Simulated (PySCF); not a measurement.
CS (SMILES [C-]#[S+]), singlet, geometry from GFN2-xTB. Base run: PySCF with M062X/6-31G*.

Here is a job for PySCF.
```python
from pyscf import gto, scf, dft

mol = gto.Mole()
mol.atom = '''
    C    -0.00000000   -0.00000000   -1.10635751
    S     0.00000000    0.00000000    0.41488407
'''
mol.basis = '6-31g*'
mol.verbose = 4
mol.build()

mf = dft.RKS(mol)
mf.xc = 'm062x'
mf.kernel()
```

The base run was repeated with changes; each row names its change, and settings that it needs were set with it.

```csv
change,E (Eh),HOMO (eV),HOMO-LUMO gap (eV),dipole (D)
base,-436.15149,-9.94,9.10,1.60
functional = b97-1,-436.13900,-8.37,6.34,1.61
functional = hf,-435.30277,-12.60,14.64,1.34
functional = scan,-436.20188,-7.51,4.65,1.66
functional = revpbe,-436.11080,-7.00,4.10,1.66
functional = mn12l,[?],[?],[?],[?]
functional = b3lyp; dispersion = d3bjm,-436.20712,-8.34,6.21,1.63
functional = tpssh,[?],[?],[?],1.63
functional = b3lyp,-436.20432,-8.34,6.21,1.63
functional = r2scan,-436.13645,-7.45,4.58,1.69
"functional = pw91,pw91",[?],[?],[?],[?]
functional = pbe,-435.96799,-7.01,4.06,1.68
functional = wb97x_v,[?],[?],[?],[?]
```

Q: Complete the blanks.

A: 
- functional = mn12l, E (Eh): -436.10430
- functional = mn12l, HOMO (eV): -7.88
- functional = mn12l, HOMO-LUMO gap (eV): 5.28
- functional = mn12l, dipole (D): 1.59
- functional = tpssh, E (Eh): -436.20780
- functional = tpssh, HOMO (eV): -7.89
- functional = tpssh, HOMO-LUMO gap (eV): 5.41
- functional = pw91,pw91, E (Eh): -436.15997
- functional = pw91,pw91, HOMO (eV): -7.06
- functional = pw91,pw91, HOMO-LUMO gap (eV): 4.07
- functional = pw91,pw91, dipole (D): 1.67
- functional = wb97x_v, E (Eh): -436.11219
- functional = wb97x_v, HOMO (eV): -11.24
- functional = wb97x_v, HOMO-LUMO gap (eV): 11.67
- functional = wb97x_v, dipole (D): 1.58

Absolute energies of different levels of theory aren't comparable as measures of quality.
